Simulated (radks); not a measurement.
The numbers below are computed, except where a source is named.
All-electron atom: C5+ in 1s1.

Code: a radial shooting solver on a logarithmic mesh with Libxc functionals. Model: scalar-relativistic Kohn-Sham, PBEsol, spin-polarised, spherical densities, finite nucleus; open shells are filled with parallel spins first; Fermi nuclear charge, rms radius 2.4702 fm.

Energy parts (eV):
| part | energy |
|---|---|
| total | -487.065 |
| kinetic | 487.296 |
| electron-nucleus | -977.315 |
| Hartree | 50.789 |
| exchange-correlation | -47.835 |

Orbitals (lengths in bohr, moments of r in powers of bohr; <r^-3> diverges for s and p1/2; r(90%) holds 90 % of the orbital's charge):
orbital  occ.  eigenvalue (eV)  r(90%)    <r^2>  <1/r>  <r^-3>
1s up       1        -450.1889   0.447  0.08460  5.986       -

The highest occupied level is 1s up at -450.19 eV. Summed over all electrons, <r^2> = 0.08460 bohr^2, which gives a Langevin (diamagnetic) susceptibility term of -0.067 x 10^-6 cm^3/mol. The spin density at the nucleus is 69.83 e/bohr^3 (1s 69.83). For comparison, the ionisation energy in NIST's Atomic Spectra Database is 489.99 eV (theoretical). In exact Kohn-Sham theory the highest level is minus the ionisation energy, but local and semilocal functionals leave it too shallow, through self-interaction and a potential that decays too fast; potentials with the right tail come closer. The electron density at the nucleus is 69.83 e/bohr^3 (large components only). Spin moment in Bohr magnetons: 1.
